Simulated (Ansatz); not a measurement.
# Energy profile

The step: SiH₄O ([OH][SiH3]) + H₂O + HF → SiH₃OF ([OH][SiH2][F]) + H₂O + H₂; bonds formed: Si1–F7, H2–H8, H6–O9; bonds broken: Si1–H2, H6–F7, H8–O9 (atoms numbered as in the saddle structure below).

Si1  (-0.515, 0.558, -0.781)
H2  (0.526, -0.716, -0.834)
H3  (-0.564, 0.364, -2.267)
H4  (-1.829, 0.025, -0.331)
O5  (-0.169, 2.167, -0.859)
H6  (0.537, -0.593, 1.410)
F7  (0.004, 0.613, 1.006)
H8  (0.745, -1.251, 0.050)
O9  (0.943, -1.526, 1.169)
H10  (-0.011, 2.578, -0.006)
H11  (0.331, -2.219, 1.443)
(Å)

Electronic energies by CCSD(T) at an estimated basis limit (MP2 extrapolated from triple and quadruple zeta, plus CCSD(T) − MP2 in triple zeta), on PBE0-D4/def2-TZVP structures; SiH7O2F, singlet; no counterpoise correction. Computed with Ansatz 0.2.0 (basis: def2-TZVPP and def2-QZVPP); correlated methods freeze the cores. Extrapolation: Hartree–Fock as exp(−7.88 √X), correlation as X^−2.97.

Question: Give the profile in eV, counted from the separated reactants. (To be estimated.)

Answer: By the calculation:
| point | eV |
| --- | --- |
| separated: SiH4O (linked as [OH][SiH3]; Si1, H2, H3, H4, O5, H10; singlet) + HF (H6, F7; singlet) + H2O (H8, O9, H11; singlet) | 0.000 |
| start structure | -0.667 |
| saddle | 0.758 |
| end structure | -1.582 |
| separated: SiH3OF (linked as [OH][SiH2][F]; Si1, H3, H4, O5, F7, H10; singlet) + H2 (H2, H8; singlet) + H2O (H6, O9, H11; singlet) | -1.410 |

The T1 diagnostic stays at or below 0.012.

For scale, one of the runs: CCSD(T)/def2-TZVPP, 233 basis functions, launched by `ansatz run in.yaml --threads 4 --pin off --events-out ev --progress --plain --max-ram 9574MiB`. Hardware: 4 CPU threads of an Intel Xeon 6975P-C, shared host. Wall time 30 s; peak host memory 4.7 GiB.
